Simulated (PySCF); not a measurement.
dibromo(fluoro)methane (CHBr2F), SMILES BrC(F)Br.

The structure is a stationary point at PBE0-D3(BJ)/def2-SVP.

Calculation: r2SCAN/def2-TZVPD (PySCF).

Symmetry labels are those of the subgroup Cs that the program uses (full group Cs).

### Question
List the valence orbital energies around the gap with their symmetry. (An estimate is asked for; the answer gives what the named calculation found.)

### Answer

```json
[
 {"orbital": "HOMO−7", "symmetry": "A'", "energy (eV)": "-13.33"},
 {"orbital": "HOMO−6", "symmetry": "A\"", "energy (eV)": "-13.22"},
 {"orbital": "HOMO−5", "symmetry": "A'", "energy (eV)": "-10.17"},
 {"orbital": "HOMO−4", "symmetry": "A\"", "energy (eV)": "-9.90"},
 {"orbital": "HOMO−3", "symmetry": "A'", "energy (eV)": "-8.35"},
 {"orbital": "HOMO−2", "symmetry": "A'", "energy (eV)": "-7.82"},
 {"orbital": "HOMO−1", "symmetry": "A\"", "energy (eV)": "-7.81"},
 {"orbital": "HOMO", "symmetry": "A\"", "energy (eV)": "-7.43"},
 {"orbital": "LUMO", "symmetry": "A'", "energy (eV)": "-2.21"},
 {"orbital": "LUMO+1", "symmetry": "A\"", "energy (eV)": "-0.84"},
 {"orbital": "LUMO+2", "symmetry": "A'", "energy (eV)": "0.39"},
 {"orbital": "LUMO+3", "symmetry": "A'", "energy (eV)": "0.96"}
]
```
